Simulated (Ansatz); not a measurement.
`C=C[SiH2][GeH3]`, relaxed with RKS PBE-D4/def2-SVP in the Gaussian-basis code of Ansatz from a rough embedded geometry. The force threshold is 0.03 eV/Å; the program also tests the step.

Charge 0, multiplicity 1.

Start:

```xyz
12

C    -1.605   -0.934    1.670
C    -0.473   -0.659    1.007
Si   -0.453    0.423   -0.533
Ge    1.738    0.636   -1.260
H    -1.550   -1.586    2.516
H    -2.549   -0.587    1.269
H     0.488   -1.030    1.355
H    -1.038    1.723   -0.162
H    -1.261   -0.206   -1.545
H     2.332   -0.693   -1.645
H     1.784    1.571   -2.521
H     2.588    1.340   -0.151
```

Task: How much energy does the relaxation release, and in how many steps? (An estimate is asked.)

Result: Ansatz gave: 28.89 kJ/mol, in 23 steps, 3 of them rejected.

Task: Which bonds change most? (An estimate is asked.)

Result: Ansatz gave: Si3–Ge4 from 2.318 to 2.397 Å; Si3–H9 from 1.440 to 1.508 Å; Ge4–H10 from 1.506 to 1.554 Å; C1–H5 from 1.069 to 1.104 Å.

Task: Give the relaxed structure. (Estimate.)

Result: The calculation gave: 
```xyz
12

C    -1.312   -0.673    1.867
C    -0.709   -0.996    0.704
Si   -0.571    0.171   -0.762
Ge    1.714    0.807   -1.104
H    -1.354   -1.375    2.718
H    -1.792    0.309    2.022
H    -0.243   -1.995    0.615
H    -1.403    1.399   -0.498
H    -1.067   -0.492   -2.023
H     2.601   -0.449   -1.328
H     1.870    1.729   -2.345
H     2.266    1.564    0.135
```
